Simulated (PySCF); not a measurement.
Compound: C6H8F2.
Numbering: `[F:1][C:2]1([F:3])[CH2:4][C:5]12[CH2:6][CH2:7][CH2:8]2` (hydrogens: H9, H10 on C4; H11, H12 on C6; H13, H14 on C7; H15, H16 on C8)

Linear response at CAM-B3LYP/def2-SVPD (PySCF, frozen core in the response, non-relativistic). Geometry: PBE0-D3(BJ)/def2-SVP; no solvent, vibrations or thermal averaging.

Static isotropic polarisability: 67.82 au (10.05 Å³), principal values 62.6, 65.3, 75.6 au.

Question: What is the polarisability at 1064 nm and at the sodium D line?

Answer: 68.24 au at 1064 nm (+0.6 %), 69.21 au at 589.3 nm (+2.0 %). The rise at 589.3 nm is 3.33 times that at 1064 nm; a pure ω² law gives 3.26. The lowest singlet lies at 158 nm, shorter than both wavelengths.

Question: What is the isotropic C6 coefficient between two such molecules, C6 = (3/π)∫α(iω)² dω?

Answer: 2175 au (Eh·bohr⁶) by a ten-point quadrature over imaginary frequencies, which is 1300 eV·Å⁶ or 125 J·nm⁶/mol.

Question: Which effective excitation energy ω̄ makes London's formula C6 = (3/4)α²ω̄ exact here?

Answer: ω̄ = 4·C6/(3α²) = 0.630 Eh = 17.2 eV. A one-pole form α(ω) = α/(1 − ω²/ω̄²) fitted to the 1064 nm value gives 14.9 eV.

Question: What molar refraction at the D line follows from R = (4π/3)·N_A·α′, with α′ the polarisability volume?

Answer: α′ = 10.26 Å³ gives R = 25.87 cm³/mol, for isolated, non-vibrating species.

Question: How anisotropic is the static polarisability, by Δα² = ½[(α1 − α2)² + (α2 − α3)² + (α3 − α1)²]?

Answer: Δα = 11.9 au, or 0.18 of the isotropic value.

Question: What n − 1 at the D line would an ideal gas of it have at 273.15 K and 1 atm (2.6868 × 10¹⁹ cm⁻³), by n − 1 = 2π·N·α′?

Answer: 17.31 × 10⁻⁴, a formal value whether or not that pressure can be reached.

Question: The lowest 6 singlets have (eV, f): 7.84, 0.022; 8.22, 0.003; 8.29, 0.001; 8.35, 0.003; 8.51, 0.047; 8.67, 0.046. What share of the static polarisability do they carry in the sum over states α = Σ f/ω²?

Answer: 1.28 au, 1.9 % of α; the largest term, 0.48 au, is that of the state at 8.51 eV. Their oscillator strengths add up to 0.12. Higher states carry the rest.

Question: What three-body coefficient follows from the one-pole estimate C9 = (3/4)·α·C6?

Answer: 111000 au. This is an estimate from the two numbers above, not a computed integral.
